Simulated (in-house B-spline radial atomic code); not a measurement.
# Ionising the iridium ion Ir⁴⁺ with different functionals

Computed with an all-electron radial atomic-structure program (B-spline basis): scalar-relativistic (spin-free X2C) Hamiltonian, Fermi nucleus of rms radius 5.4032 fm, spin-polarised at highest spin, spherical fractional occupations for the functionals, the average over the highest-spin determinants for Hartree-Fock. The ionisation energy is the difference of two self-consistent energies, [Xe] 4f14 5d5 → [Xe] 4f14 5d4, without Breit or QED terms; ε is the level of the shell that loses the electron (its least bound occupied spin orbital). There is no spin-orbit coupling in this Hamiltonian.

Hybrids are left out here: with spherical fractional occupations of an open shell their exact exchange keeps a self-interaction that integer-occupation calculations don't have.

```csv
method,rung,ΔSCF (eV),-ε(5d) (eV)
Hartree-Fock,Hartree-Fock,58.52,59.31
LDA VWN5,LDA,59.27,52.14
LDA PW92,LDA,?,?
LDA exchange-only,LDA,57.98,50.91
PBE,GGA,59.15,52.03
PBEsol,GGA,?,?
BLYP,GGA,58.79,51.66
RPBE,GGA,59.10,51.99
PW91,GGA,59.21,52.10
BP86,GGA,59.16,52.05
AM05,GGA,59.13,52.01
OLYP,GGA,59.30,52.15
TPSS,meta-GGA,59.14,52.04
SCAN,meta-GGA,59.56,52.49
r2SCAN,meta-GGA,59.60,52.54
revTPSS,meta-GGA,59.15,52.04
```

What does LDA PW92 give?

ΔSCF 59.26 eV, and -ε(5d) = 52.14 eV.

What does PBEsol give?

ΔSCF 59.16 eV, and -ε(5d) = 52.04 eV.

How do they compare with the NIST value?

NIST lists 57 eV ± 1.9 (tabulated theory, ground level to ground level). Errors run from +0.98 to +2.60 eV; all lie within about twice that uncertainty, so the table can't rank the methods. Hartree-Fock also lacks correlation.
